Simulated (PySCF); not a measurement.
Ionising TlP

UHF-SCS-MP2; Tl def2-SVPD with ECP60, P def2-SVPD; scalar-relativistic core potentials (PySCF 2.14). Neutral (UHF): triplet (π ↑↑), Re = 2.768 Å, ωe = 231 cm⁻¹, De = 1.36 eV.

TlP⁺ (UHF): quartet (σ ↑, π ↑↑), Re = 3.417 Å, ωe = 76.5 cm⁻¹. The energies at the minima are -512.27984 hartree for TlP and -512.04917 for TlP⁺.

Work out the adiabatic ionisation energy, without and with harmonic zero-point energies (1 hartree = 27.2114 eV, 1 eV = 8065.5 cm⁻¹), and the change of the bond length.

At UHF-SCS-MP2: 0.23067 hartree = 6.277 eV between the minima; the zero-point term (76.5 − 231.0)/2 cm⁻¹ = -0.010 eV makes it 6.267 eV. Re changes by +64.9 pm against the neutral. The electron leaves a σ orbital, and the ion is left as a loose complex of an ion and an atom.

Correlated steps freeze 9 core orbitals. Correlated levels converge slowly with the basis: in double zeta they bind strong bonds too weakly, by up to about 1 eV, and carry superposition errors of some tenths. Spin–orbit coupling is left out, which matters for elements this heavy, above all for dissociation energies. States were picked by a PBE0 search and need not be the measured ground states.
